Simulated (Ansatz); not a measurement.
Isolated molecules relaxed with PBE0-D4/def2-TZVP in Ansatz; ΔE leaves out vibrations. CCSD(T)/CBS is the MP2 limit (def2-TZVPP, def2-QZVPP) plus CCSD(T) − MP2 in def2-TZVPP, frozen cores. DFT in def2-TZVPP. B3LYP here is the variant with VWN-RPA as its local correlation; programs differ in this. For Ga outer-core shells are correlated without core-valence functions, which leaves a few kJ/mol of doubt a bond. Scalar relativity is left out up to krypton. One conformer a species, not always the lowest.

`C#C[SiH2]C=O` + `[CH3][GaH][SiH3]` → `O=C[SiH2][SiH3]` + `C#[C][GaH][CH3]`  (redistribution)

Is it downhill or uphill in electronic energy at CCSD(T)/CBS, and by how much? (Estimate.)

Computed: Nearly level: ΔE = +0.6 kcal/mol.

What do these levels give: r2SCANh-D4, B2PLYP, PBE-QIDH, B3LYP, SCS-MP2/def2-TZVPP, CCSD/CBS(def2)? (An estimate is asked.)

The calculation gave: r2SCANh-D4 0.7, B2PLYP 1.2, PBE-QIDH 0.4, B3LYP 1.7, SCS-MP2/def2-TZVPP 0.6, CCSD/CBS(def2) 0.8 kcal/mol.

Largest T1 diagnostic among the species: 0.016.

Leaving LDA and LC-ωPBE aside and taking each functional with its dispersion term where it has one, the values, not all of them listed here, spread over 1.3 kcal/mol, from PBE-QIDH to BLYP-D4.
